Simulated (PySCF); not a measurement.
HoS: energy against distance

Set-up: basis Ho x2c-SVPall, S x2c-SVPall; spin-free X2C with a Gaussian nucleus; PySCF 2.14. Energies in eV from Ho (4f11 6s2) + S in their ground configurations at the same level. All curves are PBE0. state 1: sextet, about 10.1 electrons in the 4f shell (Mulliken), real f orbitals that mix terms; state 2: Ms = 1.5 determinant of mixed spin, about 10.3 electrons in the 4f shell (Mulliken), real f orbitals that mix terms, a second solution, started from another occupation; state 3: Ms = 1.5 determinant of mixed spin, about 10.6 electrons in the 4f shell (Mulliken), real f orbitals that mix terms, a second solution, started from another occupation.

| R (Å) | state 1 | state 2 | state 3 |
| --- | --- | --- | --- |
| 1.960 | -2.329 | -2.333 | -1.865 |
| 2.051 | -3.221 | -3.202 | -2.762 |
| 2.142 | -3.716 | -3.686 | -3.290 |
| 2.211 | -3.890 | -3.861 | -3.506 |
| 2.279 | -3.936 | -3.916 | -3.605 |
| 2.347 | -3.882 | -3.881 | -3.615 |
| 2.438 | -3.693 | -3.734 | -3.523 |
| 2.553 | -3.330 | -3.449 | -3.294 |
| 2.689 | -2.790 | -3.030 | -2.920 |
| 2.872 | -2.035 | -2.439 | -2.364 |

Q: Put a parabola through the three lowest points of the state 1 curve and estimate Re, k and ωe (reduced mass 26.78 u; 1 eV/Å² = 0.16022 mdyn/Å; ωe = 1302.8·√(k/μ) cm⁻¹).

A: Through R = 2.211, 2.279, 2.347 Å the second-order coefficient is 10.8 eV/Å², so Re ≈ 2.276 Å, k ≈ 3.46 mdyn/Å and ωe ≈ 469 cm⁻¹. A polynomial fit of higher order to the unrounded PBE0 energies gives Re = 2.273 Å, k = 3.50 mdyn/Å, ωe = 471 cm⁻¹; anharmonicity and rounding make the difference.

The higher-order fit for each curve: state 1: Re = 2.273 Å, ωe = 471 cm⁻¹, De = 3.94 eV; state 2: Re = 2.283 Å, ωe = 438 cm⁻¹, minimum 3.92 eV below the ground-state fragments; state 3: Re = 2.321 Å, ωe = 407 cm⁻¹, minimum 3.62 eV below the ground-state fragments.

⟨S²⟩ of the unrestricted solution departs from its pure value on part of the curve, where spin states mix. These are scalar-relativistic numbers at best; spin–orbit coupling would shift them, the dissociation energy most. With d or f electrons several states lie close, and the lowest PBE0 determinant need not be the measured ground state.
